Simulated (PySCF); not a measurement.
# Excitation energy of Pt²⁺ by level of theory

Pt²⁺ [Xe] 4f14 5d8 (3F) → Pt²⁺ [Xe] 4f14 5d7 6p1 (high-spin determinant), as a difference of total energies. All numbers are calculated (PySCF 2.14, a scalar-relativistic core potential, in aug-cc-pVQZ-PP with ECP60MDF). Correlated levels: valence: 5s2 5p6 frozen. The calculations carry no spin-orbit coupling.

| method | excitation energy (cm⁻¹) |
| --- | --- |
| UHF | 83671 |
| LDA | 88523 |
| PBE | 87769 |
| PBE0 | 88579 |
| r2SCAN | 87494 |
| TPSS | 87318 |
| TPSSh | 87730 |
| BLYP | 87908 |
| MP2 (valence) | 91201 |
| SCS-MP2 (valence) | 93708 |

The determinant of the upper state mixes LS terms, which raises its energy above the lowest term, most at the Hartree-Fock and MP2 levels.
